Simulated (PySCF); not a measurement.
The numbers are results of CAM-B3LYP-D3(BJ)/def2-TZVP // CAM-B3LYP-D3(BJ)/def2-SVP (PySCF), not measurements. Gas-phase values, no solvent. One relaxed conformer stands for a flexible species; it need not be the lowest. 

Reference species (SMILES): `[Br][Sn]([Br])([Br])[Br]` (neutral, multiplicity 1).

```yaml
S1 oscillator strength: 0.000
LUMO: -2.70 eV
```

Changed species: `C[O][Sn]([Br])([Br])[Br]` (C–O–Sn–Br torsion 61°) (1 of 4 Br replaced by OCH3; the reference has 0 of 4 Br replaced by OCH3).

Question: Predict the effect on the S1 oscillator strength and LUMO.

Answer: the S1 oscillator strength hardly moves; the LUMO rises by 0.47 eV, to -2.23 eV.
